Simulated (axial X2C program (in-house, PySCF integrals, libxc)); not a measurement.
## A run on OsO⁻ without results

A two-component calculation with an axial X2C code built on PySCF integrals.

Input and command:
```json
{"zs": [76, 8], "q": -1, "bas": ["dyall-acv3z", "dyall-av3z"], "r0": 1.73, "eom": "ea", "thr": -2.0, "nmax": 92, "grid": [1, 0.96, 1.045, 0.92, 1.09, 1.15], "rq": 0}
```
```bash
python soeom.py task.json out
```

Keys: zs atomic numbers; q charge; bas basis sets; r0 starting distance in Å; eom kind of EOM run; thr threshold in hartree for freezing inner shells (an s shell follows its p shell); nmax most natural virtual spinors; grid distances as factors; rq charge at which the geometry is sought.

Outcome:

The PBE0 distance search ended without bracketing a minimum (an unconverged step or the end of its range); this says nothing on whether the molecule is bound.
